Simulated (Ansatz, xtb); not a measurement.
# C3H6OSeSi: which of two isomers lies lower

Structure X: `C=C1O[SiH2]C[Se]1`, a singlet. Structure Y: `C#C[Si@H]([SeH])OC`, a singlet. Both are isolated molecules in the gas phase, relaxed with PBE-D3(BJ)/def2-SVP; the shapes shown needn't be the lowest conformers.

X (Å):

```xyz
12

C    -1.2622    1.7222   -0.7669
C    -0.8785    0.4867   -0.3921
C     0.0725   -1.6665    1.2283
O    -0.2264   -0.3762   -1.2152
Se   -1.2692   -0.2271    1.3856
Si    0.1180   -1.9492   -0.6396
H    -1.7412    2.4024   -0.0515
H    -1.0971    2.0539   -1.8018
H     1.4537   -2.3281   -1.2024
H    -0.9381   -2.9230   -1.0738
H     1.0437   -1.3543    1.6610
H    -0.3124   -2.5470    1.7787
```

Y (Å):

```xyz
12

C    -0.7103   -2.6461    0.1835
C    -0.0618   -1.7214   -0.3018
C    -1.1775    1.4920   -0.8833
O    -0.1724    0.8435   -1.6472
Se    2.1207    0.4580    0.7455
Si    0.8662   -0.3079   -1.0214
H    -1.2759   -3.4653    0.6092
H     1.7070   -0.7226   -2.1823
H     2.8437    1.4203   -0.1278
H    -1.6619    2.2554   -1.5249
H    -0.7502    1.9988    0.0112
H    -1.9567    0.7761   -0.5372
```

Problem. Estimate which is lower in electronic energy at CCSD(T)/def2-SVP + ΔMP2/def2-TZVPP, and by roughly how much.

Solution. The CCSD(T)/def2-SVP + ΔMP2/def2-TZVPP calculation puts structure X lower, by 0.247 eV.

The same difference at several levels:

```json
{"level": "GFN2-xTB", "geometry": "GFN2-xTB", "E(Y) − E(X) (eV)": "+0.913", "departure from the last row (eV)": "+0.666", "job, with rough time for the two": "optimisation, 0.27 s"}
{"level": "HF/STO-3G", "geometry": "GFN2-xTB", "E(Y) − E(X) (eV)": "+1.278", "departure from the last row (eV)": "+1.031", "job, with rough time for the two": "single point, 0.46 s"}
{"level": "r2SCAN-D4/def2-SVP", "geometry": "GFN2-xTB", "E(Y) − E(X) (eV)": "+0.530", "departure from the last row (eV)": "+0.283", "job, with rough time for the two": "single point, 3.4 s"}
{"level": "PBE-D3(BJ)/def2-SVP", "geometry": "PBE-D3(BJ)/def2-SVP", "E(Y) − E(X) (eV)": "+0.630", "departure from the last row (eV)": "+0.383", "job, with rough time for the two": "optimisation, 35 s"}
{"level": "HF/def2-SVP", "geometry": "PBE-D3(BJ)/def2-SVP", "E(Y) − E(X) (eV)": "−0.056", "departure from the last row (eV)": "−0.303", "job, with rough time for the two": "part of the CCSD(T) run"}
{"level": "MP2/def2-SVP", "geometry": "PBE-D3(BJ)/def2-SVP", "E(Y) − E(X) (eV)": "+0.120", "departure from the last row (eV)": "−0.127", "job, with rough time for the two": "part of the CCSD(T) run"}
{"level": "CCSD(T)/def2-SVP", "geometry": "PBE-D3(BJ)/def2-SVP", "E(Y) − E(X) (eV)": "+0.159", "departure from the last row (eV)": "−0.088", "job, with rough time for the two": "single point"}
{"level": "CCSD(T)/def2-SVP + ΔMP2/def2-TZVPP", "geometry": "PBE-D3(BJ)/def2-SVP", "E(Y) − E(X) (eV)": "+0.247", "departure from the last row (eV)": "", "job, with rough time for the two": "single point, 55 s"}
```

As drawn, Y has 1 C≡C, 1 Se–Si, 1 Se–H in place of 1 C=C, 2 C–Se, 1 Si–H. Structure X has a 5-membered ring, Y no ring.

HF/def2-SVP puts the two in the other order. The largest departure from CCSD(T)/def2-SVP + ΔMP2/def2-TZVPP is that of HF/STO-3G, 1.031 eV. The last row adds to CCSD(T) the change of the MP2 difference between the two basis sets, here +0.088 eV.

With thermal terms from frequencies at re-optimised GFN2-xTB minima (ideal gas, soft modes damped towards free rotors, one conformer each, 298.15 K, 1 atm): on the last row, ΔE + ΔZPE = +0.170, ΔH = +0.232, ΔG = +0.076 eV.

The correlated steps freeze 18 core orbitals; the filled d shell of Se is correlated, in a basis made for valence electrons. Mirror images aren't counted in ΔG. Codes used: Ansatz 0.2.0, xtb 6.7.1; the last row on 4 threads of Arm Neoverse V1 on a shared host.
